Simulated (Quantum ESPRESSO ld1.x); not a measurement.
Input (ld1.x (Quantum ESPRESSO 7.5)):

```
 &input
    atom='Zr',
    iswitch=1,
    rel=2,
    dft='PW91',
    config='[Kr] 4d1 5s0 5p0',
    rel_dist='energy',
    verbosity='high',
    lsmall=.true.,
    prefix='ld1',
    max_out_wfc=37,
    file_charge='ld1.rho',
 /
```

Output (excerpt):

```
     Program LD1 v.7.5 starts

     --------------------------- All-electron run ----------------------------

     dirac relativistic calculation

     atomic number is 40.00
     dft =PW91   lsd =0 sic =0 latt =0  beta=0.20 tr2=1.0E-14
     Exchange-correlation= PW91
                           (   1   4   2   2   0   0   0)
     mesh =2037 r(mesh) =  99.39686 a.u. xmin = -8.00 dx = 0.00800
     1 Ry =  13.60569312 eV, c = 137.03599908

     n l j   nl                  e(Ry)          e(Ha)          e(eV)
     Spin orbit split results
     1 0 0.5 1S 1( 2.00)   -1311.789929762    -655.894964881 -17847.8112262
     2 0 0.5 2S 1( 2.00)    -183.501104428     -91.750552214  -2496.6597146
     2 1 0.5 2P 1( 2.00)    -168.168699452     -84.084349726  -2288.0517176
     2 1 1.5 2P 1( 4.00)    -161.854994619     -80.927497310  -2202.1493872
     3 0 0.5 3S 1( 2.00)     -31.774489566     -15.887244783   -432.3139542
     3 1 0.5 3P 1( 2.00)     -26.066292421     -13.033146211   -354.6499755
     3 1 1.5 3P 1( 4.00)     -25.060569045     -12.530284523   -340.9664119
     4 0 0.5 4S 1( 2.00)      -5.996390461      -2.998195231    -81.5850485
     4 1 0.5 4P 1( 2.00)      -4.444413743      -2.222206872    -60.4693295
     4 1 1.5 4P 1( 4.00)      -4.308472457      -2.154236228    -58.6197541
     3 2 1.5 3D 1( 4.00)     -14.992666143      -7.496333072   -203.9856146
     3 2 2.5 3D 1( 6.00)     -14.808879396      -7.404439698   -201.4850686
     4 2 1.5 4D 1( 1.00)      -2.084755159      -1.042377580    -28.3645389
     4 2 2.5 4D 1( 0.00)      -2.070997715      -1.035498858    -28.1773594
     5 0 0.5 5S 1( 0.00)      -1.798502469      -0.899251235    -24.4698727
     5 1 0.5 5P 1( 0.00)      -1.427440907      -0.713720454    -19.4213229
     5 1 1.5 5P 1( 0.00)      -1.404556081      -0.702278040    -19.1099590
     Averaged results
     1 0     1S 1( 2.00)   -1311.789929762    -655.894964881 -17847.8112262
     2 0     2S 1( 2.00)    -183.501104428     -91.750552214  -2496.6597146
     2 1     2P 1( 6.00)    -163.959562897     -81.979781449  -2230.7834974
     3 0     3S 1( 2.00)     -31.774489566     -15.887244783   -432.3139542
     3 1     3P 1( 6.00)     -25.395810170     -12.697905085   -345.5275998
     4 0     4S 1( 2.00)      -5.996390461      -2.998195231    -81.5850485
     4 1     4P 1( 6.00)      -4.353786219      -2.176893109    -59.2362792
     3 2     3D 1(10.00)     -14.882394095      -7.441197048   -202.4852870
     4 2     4D 1( 1.00)      -2.076500693      -1.038250346    -28.2522312
     5 0     5S 1( 0.00)      -1.798502469      -0.899251235    -24.4698727
     5 1     5P 1( 0.00)      -1.412184356      -0.706092178    -19.2137470

     final scf error:  4.4E-15 reached in  35 iterations

     Etot =   -7196.088140 Ry,   -3598.044070 Ha,  -97907.766924 eV

     Ekin =    7436.788870 Ry,    3718.394435 Ha,  101182.667187 eV
     Encl =  -17290.449033 Ry,   -8645.224516 Ha, -235248.543498 eV
     Eh   =    2885.637677 Ry,    1442.818838 Ha,   39261.100695 eV
     Exc  =    -228.065655 Ry,    -114.032827 Ha,   -3102.991308 eV

     normalization and overlap integrals

     s(1S/1S) =  1.000000  <r> =   0.0371  <r2> =    0.0019  r(max) =   0.0242
     LC norm =  0.97878497 + SC norm =  0.02121503 =  1.00000000
     s(2S/2S) =  1.000000  <r> =   0.1623  <r2> =    0.0311  r(max) =   0.1374
     LC norm =  0.99569218 + SC norm =  0.00430782 =  1.00000000
     s(2P/2P) =  1.000000  <r> =   0.1386  <r2> =    0.0236  r(max) =   0.1072
     LC norm =  0.99568979 + SC norm =  0.00431021 =  1.00000000
     s(2P/2P) =  1.000000  <r> =   0.1430  <r2> =    0.0250  r(max) =   0.1107
     LC norm =  0.99581897 + SC norm =  0.00418103 =  1.00000000
     s(3S/3S) =  1.000000  <r> =   0.4583  <r2> =    0.2409  r(max) =   0.4078
     LC norm =  0.99888102 + SC norm =  0.00111898 =  1.00000000
     s(3P/3P) =  1.000000  <r> =   0.4549  <r2> =    0.2414  r(max) =   0.3950
     LC norm =  0.99893393 + SC norm =  0.00106607 =  1.00000000
     s(3P/3P) =  1.000000  <r> =   0.4653  <r2> =    0.2524  r(max) =   0.4046
     LC norm =  0.99896875 + SC norm =  0.00103125 =  1.00000000
     s(4S/4S) =  1.000000  <r> =   1.2017  <r2> =    1.6345  r(max) =   1.0737
     LC norm =  0.99976007 + SC norm =  0.00023993 =  1.00000000
     s(4P/4P) =  1.000000  <r> =   1.3216  <r2> =    1.9946  r(max) =   1.1539
     LC norm =  0.99980020 + SC norm =  0.00019980 =  1.00000000
     s(4P/4P) =  1.000000  <r> =   1.3496  <r2> =    2.0795  r(max) =   1.1819
     LC norm =  0.99980712 + SC norm =  0.00019288 =  1.00000000
     s(3D/3D) =  1.000000  <r> =   0.4502  <r2> =    0.2453  r(max) =   0.3448
     LC norm =  0.99908306 + SC norm =  0.00091694 =  1.00000000
     s(3D/3D) =  1.000000  <r> =   0.4538  <r2> =    0.2491  r(max) =   0.3475
     LC norm =  0.99909311 + SC norm =  0.00090689 =  1.00000000
     s(4D/4D) =  1.000000  <r> =   1.8331  <r2> =    3.9395  r(max) =   1.4905
     LC norm =  0.99989169 + SC norm =  0.00010831 =  1.00000000
     s(4D/4D) =  1.000000  <r> =   1.8448  <r2> =    3.9892  r(max) =   1.5025
     LC norm =  0.99989290 + SC norm =  0.00010710 =  1.00000000
     s(5S/5S) =  1.000000  <r> =   2.9334  <r2> =    9.5982  r(max) =   2.7159
     LC norm =  0.99994738 + SC norm =  0.00005262 =  1.00000000
     s(5P/5P) =  1.000000  <r> =   3.3355  <r2> =   12.4075  r(max) =   3.1115
     LC norm =  0.99995740 + SC norm =  0.00004260 =  1.00000000
     s(5P/5P) =  1.000000  <r> =   3.3823  <r2> =   12.7533  r(max) =   3.1871
     LC norm =  0.99995823 + SC norm =  0.00004177 =  1.00000000

     LC charge = 36.90424629 + SC charge =  0.09575371 = 37.00000000

     ------------------------ End of All-electron run ------------------------
```

Run on one thread of a shared host, so times are rough (Intel(R) Xeon(R) Processor @ 2.60GHz): 0.82 s of CPU time, 0.85 s wall, 35 iterations on 2037 mesh points.
